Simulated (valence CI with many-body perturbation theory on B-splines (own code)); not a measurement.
# Gd XLIV: one-electron terms

Calculated by valence CI with perturbative core correlation (CI+MBPT): three valence electrons over a frozen Dirac-Fock core [Ar], a basis of 7 s, 7 p, 8 d, 6 f, 4 g, 1 h functions for each j, with the one-electron correlation potential Σ1, the two-electron term Σ2, the three-electron term Σ3, Breit, model QED; selected CI, second order for the rest, scaled by the run's own slope (own B-spline code, finite nucleus).

No measured spectrum was set against this ion. As an estimate, large intervals hold to a few tenths of a per cent, small ones and those within an open d or f shell to about a per cent. Only levels of the ground parity were solved; by the run's estimate the other parity begins above the list, which can be wrong where configurations are misplaced.

These are the spectroscopic orbitals of the CI (the correlating ones are not listed), shaped by the core and the other valence electrons. h is the expectation value of the core's Dirac-Fock operator, without the valence repulsion; Σ1 is computed up to l = 3 at one energy for each symmetry, that of its lowest orbital but kept below the first core excitation, so for empty shells it is not the orbital's own correlation shift; Breit and QED include the response of the core.

```tsv
Orbital	h (hartree)	Σ1 (cm⁻¹)	Breit (cm⁻¹)	QED (cm⁻¹)	⟨r⟩ (bohr)
4s1/2	-80.156	-8148	9248	6979	0.4441
5s1/2	-49.176	-3118	4435	3413	0.7219
6s1/2	-33.254	-1564	2430	1904	1.069
4p1/2	-77.686	-10942	14812	8.1	0.4378
5p1/2	-47.954	-3948	7255	11.7	0.7202
6p1/2	-32.563	-1940	4030	8.5	1.072
4p3/2	-75.329	-10311	8983	695	0.4526
5p3/2	-46.809	-3854	4421	350	0.7386
6p3/2	-31.921	-1918	2636	198	1.094
3d3/2	-134.5	-22079	18368	-1428	0.1982
4d3/2	-71.822	-10660	6924	-414	0.4289
5d3/2	-45.126	-4074	3373	-189	0.7237
3d5/2	-133.04	-20604	9556	-578	0.2014
4d5/2	-71.281	-10225	3609	-118	0.4328
5d5/2	-44.856	-3874	1734	-44.2	0.7286
4f5/2	-68.125	-26872	931	-280	0.3856
5f5/2	-43.405	-10462	404	-131	0.6884
4f7/2	-67.933	-22391	-132	-158	0.3875
5f7/2	-43.301	-8723	-20.0	-68.6	0.6906
5g7/2	-42.47		80.7	-37.6	0.6181
5g9/2	-42.422		-41.9	-6.9	0.6192
```

Among the shells of the start configuration 3d3, Σ1 is largest in size for 3d3/2, where it is 0.075 % of h.

Lowest root of each symmetry, sizes in configuration state functions:

```tsv
J	Parity	Roots	Reference	Variational	Second order	Change by selected CI (cm⁻¹)	Change by second order (cm⁻¹)
1/2	even	2	54	2140	227	-5890	0
3/2	even	5	90	3918	2398	-5563	0
5/2	even	5	102	4700	5108	-4116	0
7/2	even	3	89	4558	475	-4949	0
9/2	even	3	68	3833	445	-5168	0
11/2	even	1	37	2573	579	-5468	-1
```
